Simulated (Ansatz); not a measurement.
Ansatz (a program for electronic structure) input (CCSD(T)/cc-pV5Z):

Ansatz 0.2 input:
```yaml
crystal:
  periodic: [false, false, false]
  atoms:
    - {symbol: O, position_ang: [-0.82098089, 1.93724540, 0.41627557]}
    - {symbol: B, position_ang: [-0.89978266, 0.70103572, 0.19291411]}
    - {symbol: O, position_ang: [-1.97841060, -0.19794360, 0.10212432]}
    - {symbol: Br, position_ang: [0.84739571, -0.50739355, -0.15338588]}
    - {symbol: H, position_ang: [-2.76480454, 0.33918132, 0.25673614]}
basis:
  gaussian:
    orbitals: cc-pV5Z
total_charge: -1
magnetization: {spin_polarized: false}
correlation: {method: ccsd_t, electrons: outside_noble_gas}
```

End of the output:

```
integrals: 8.06 GiB planned
2750 factors; integrals over basis functions are off by at most 8.0e-4 eV
5.30 GiB of device memory are held for the factors and their scratch space
mean field: 3.87 GiB planned
mean field evaluation 1: about -74766.5834 eV, gradient 3.5e1 eV
mean field evaluation 2: about -74766.6141 eV, gradient 3.5e1 eV
mean field evaluation 4: about -74769.2460 eV, gradient 3.5e0 eV
mean field evaluation 8: about -74769.2904 eV, gradient 4.1e-1 eV
mean field evaluation 16: about -74766.5849 eV, gradient 3.5e1 eV
mean field -74769.29128671 eV, -2747.7207743407 hartree, gradient 4.1e-6 eV, S^2 0.000000; 0 other end points of the search recorded, 0 dependent functions left out
17 core orbitals not correlated
reference -74769.29128671 eV, -2747.7207743407 hartree; 12, 12 occupied and 403, 403 virtual orbitals, 2750 factors
second order -22.84731373 eV of doubles, -0.00000000 eV of singles
coupled cluster: 49.27 GiB planned
cycle   1  -22.22643093 eV  change    6.2e-1 eV  update   1.1e-1
cycle   2  -22.71418774 eV  change   -4.9e-1 eV  update   3.4e-2
cycle   3  -22.83337869 eV  change   -1.2e-1 eV  update   1.6e-2
cycle   4  -22.81894613 eV  change    1.4e-2 eV  update   4.4e-3
cycle   5  -22.81467357 eV  change    4.3e-3 eV  update   2.0e-3
cycle   6  -22.81593265 eV  change   -1.3e-3 eV  update   6.6e-4
cycle   7  -22.81584778 eV  change    8.5e-5 eV  update   2.3e-4
cycle   8  -22.81568671 eV  change    1.6e-4 eV  update   8.5e-5
cycle   9  -22.81569891 eV  change   -1.2e-5 eV  update   2.8e-5
perturbative correction -1.03353595 eV, -0.0379817458 hartree
Total energy: -74793.14052158 eV, -2748.5972175565 hartree
```

It need not be the lowest isomer of its formula. Whether it binds its extra electron was not tested at this geometry.
